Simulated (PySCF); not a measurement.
From computed data to an observable: dipole moment from atomic charges

SeClBr, SMILES Cl[Se]Br. Atoms are numbered in the order given.

```xyz
3

Se     0.7651    -0.5725     0.0000
Cl    -0.9190    -1.9544     0.0000
Br    -0.2969     1.5054     0.0000
```

Coordinates come from a B3LYP-D3(BJ)/def2-TZVP optimisation.

Charges (e) from HF/def2-TZVPD (PySCF):

| atom | ESP fit | IAO |
|---|---|---|
| Se1 | 0.143 | 0.365 |
| Cl2 | -0.089 | -0.228 |
| Br3 | -0.054 | -0.137 |

The dipole moment of the full density is 1.05 D.

Task: What dipole moment does each set of point charges give, and which comes closer to that of the density?

Result: 
μ = Σ q r, and 1 e Å = 4.8032 D.
ESP fit: Σ q r = (0.207, 0.011, 0.000) e Å, |μ| = 1.00 D.
IAO: Σ q r = (0.529, 0.030, 0.000) e Å, |μ| = 2.55 D.
ESP fit comes closer in size. Point charges leave out the atoms' own dipoles (lone pairs, polarised bonds); fits to the potential absorb them, partitions of the density don't.
